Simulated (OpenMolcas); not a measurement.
**Ionisation energies of xenon**

* Program: OpenMolcas
* Basis: ANO-RCC-VTZP [7s6p4d2f1g]
* Scalar Hamiltonian: DKH2, point nucleus
* Spin-orbit coupling: state interaction with AMFI integrals over the reference wave functions, term energies averaged over their components

Active shells in each charge state: the valence s, p shells, with orbitals averaged over the low states. Where CASPT2's correlated closed shells are named, they are those of the first ion.

A. CASSCF
B. SS-CASPT2, IPEA 0.25 Eh, imaginary shift 0.1 Eh (closed shells correlated: 4s 4p 4d)

Energies in eV between the lowest computed levels, named as in B; reference values from the NIST Atomic Spectra Database with their kind.

```
                From                    To        A        B  Spin-orbit share in B                Reference
      Xe 5s² 5p⁶ ¹S₀   Xe+ 5s² 5p⁵ ²P°_3/2   11.279   12.013                 -0.396        12.130 (measured)
 Xe+ 5s² 5p⁵ ²P°_3/2      Xe2+ 5s² 5p⁴ ³P₂   19.909   20.773                 -0.248  20.975 (semi-empirical)
    Xe2+ 5s² 5p⁴ ³P₂  Xe3+ 5s² 5p³ ⁴S°_3/2   29.548   30.662                 +0.347  31.050 (semi-empirical)
Xe3+ 5s² 5p³ ⁴S°_3/2      Xe4+ 5s² 5p² ³P₀   41.506   42.494                 -1.216        42.200 (measured)
    Xe4+ 5s² 5p² ³P₀   Xe5+ 5s² 5p ²P°_1/2   53.572   54.605                 +0.346  54.100 (semi-empirical)
 Xe5+ 5s² 5p ²P°_1/2          Xe6+ 5s² ¹S₀   65.231   66.442                 +1.167        66.703 (measured)
        Xe6+ 5s² ¹S₀        Xe7+ 5s ²S_1/2   90.572   91.775                 +0.000  91.600 (semi-empirical)
      Xe7+ 5s ²S_1/2         Xe8+ 4d¹⁰ ¹S₀  104.201  105.897                 +0.000       105.978 (measured)
```

Error against the reference values, in %:

```tsv
From	Reference	A	B
Xe	measured	-7.0	-1.0
Xe+	semi-empirical	-5.1	-1.0
Xe2+	semi-empirical	-4.8	-1.2
Xe3+	measured	-1.6	+0.7
Xe4+	semi-empirical	-1.0	+0.9
Xe5+	measured	-2.2	-0.4
Xe6+	semi-empirical	-1.1	+0.2
Xe7+	measured	-1.7	-0.1
```

Mean absolute error over the 4 measured values: A 1.20 eV, B 0.19 eV. B lies closest.

° marks odd parity.
